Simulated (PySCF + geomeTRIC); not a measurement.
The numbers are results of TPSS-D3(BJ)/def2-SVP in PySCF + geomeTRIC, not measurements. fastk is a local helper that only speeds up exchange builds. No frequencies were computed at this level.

```python
import json, numpy as np
from pyscf import gto, dft
from fastk import lowrank_exchange
atoms = """
Cd    -0.428280    -0.005730     0.218265
O      1.016950    -0.504644     1.372862
H      0.772810    -0.808362     2.251428
O     -0.495224     0.656446    -1.578759
H     -1.371375     0.830984    -1.932903
"""
def scf(charge, spin, dm0=None):
    mol = gto.M(atom=atoms, basis='def2-svp', ecp={'Cd': 'def2-svp'}, charge=charge, spin=spin, verbose=3, max_memory=5040)
    mf = dft.KS(mol, xc='tpss').density_fit(auxbasis="def2-universal-jkfit")
    mf.disp = 'd3bj'
    mf.grids.level = 3
    mf.conv_tol = 1e-8
    mf.max_cycle = 120
    mf.level_shift = 0.25
    mf.kernel(dm0)
    if not mf.converged:
        mf = mf.newton().run(mf.mo_coeff, mf.mo_occ).undo_soscf()
    return mf
mf = scf(0, 0)
from pyscf.geomopt.geometric_solver import kernel as optimize
path = []
done, mol = optimize(mf, maxsteps=120, assert_convergence=False, callback=lambda env: path.append((env["energy"], bool(env["g_scanner"].converged))))
res = dict(converged=bool(done and path[-1][1]), energy=path[-1][0], path=[e for e, c in path], xyz=mol.atom_coords(unit="Angstrom").tolist(), nao=mol.nao)
json.dump(res, open("result.json", "w"))
```

Output:

```
converged SCF energy = -319.179491461982
Geometry optimization cycle 1
converged SCF energy = -319.179491465679
cycle 1: E = -319.179491466  dE = -319.179  norm(grad) = 0.0406348
Geometry optimization cycle 2
converged SCF energy = -319.189553426092
cycle 2: E = -319.189553426  dE = -0.010062  norm(grad) = 0.0167636
Geometry optimization cycle 3
converged SCF energy = -319.195466598153
cycle 3: E = -319.195466598  dE = -0.00591317  norm(grad) = 0.0147366
Geometry optimization cycle 4
converged SCF energy = -319.199117039048
cycle 4: E = -319.199117039  dE = -0.00365044  norm(grad) = 0.00797704
Geometry optimization cycle 5
converged SCF energy = -319.199460957243
cycle 5: E = -319.199460957  dE = -0.000343918  norm(grad) = 0.00338288
Geometry optimization cycle 6
converged SCF energy = -319.199552889341
cycle 6: E = -319.199552889  dE = -9.19321e-05  norm(grad) = 0.000602624
Geometry optimization cycle 7
converged SCF energy = -319.199553460256
cycle 7: E = -319.19955346  dE = -5.70915e-07  norm(grad) = 0.000240014
<class 'geometric.internal.Distance'> : 4
<class 'geometric.internal.Angle'> : 3
<class 'geometric.internal.Dihedral'> : 2
<class 'geometric.internal.TranslationX'> : 1
<class 'geometric.internal.TranslationY'> : 1
<class 'geometric.internal.TranslationZ'> : 1
<class 'geometric.internal.RotationA'> : 1
<class 'geometric.internal.RotationB'> : 1
<class 'geometric.internal.RotationC'> : 1
Step    0 : Gradient = 1.817e-02/2.536e-02 (rms/max) Energy = -319.1794914657
Step    1 : Displace = 1.024e-01/1.087e-01 (rms/max) Trust = 1.000e-01 (=) Grad = 7.497e-03/1.408e-02 (rms/max) E (change) = -319.1895534261 (-1.006e-02) Quality = 0.999
Step    2 : Displace = 1.223e-01/2.059e-01 (rms/max) Trust = 1.414e-01 (+) Grad = 6.590e-03/9.991e-03 (rms/max) E (change) = -319.1954665982 (-5.913e-03) Quality = 1.517
Step    3 : Displace = 1.880e-01/3.012e-01 (rms/max) Trust = 2.000e-01 (+) Grad = 3.567e-03/4.611e-03 (rms/max) E (change) = -319.1991170390 (-3.650e-03) Quality = 1.043
Step    4 : Displace = 2.136e-02/3.241e-02 (rms/max) Trust = 2.828e-01 (+) Grad = 1.513e-03/1.651e-03 (rms/max) E (change) = -319.1994609572 (-3.439e-04) Quality = 1.445
Step    5 : Displace = 1.463e-02/2.084e-02 (rms/max) Trust = 3.000e-01 (+) Grad = 2.695e-04/3.546e-04 (rms/max) E (change) = -319.1995528893 (-9.193e-05) Quality = 0.987
Step    6 : Displace = 7.547e-04/8.034e-04 (rms/max) Trust = 3.000e-01 (=) Grad = 1.073e-04/1.606e-04 (rms/max) E (change) = -319.1995534603 (-5.709e-07) Quality = 0.630
Converged! =D
```

Cost: roughly 50 core-seconds.
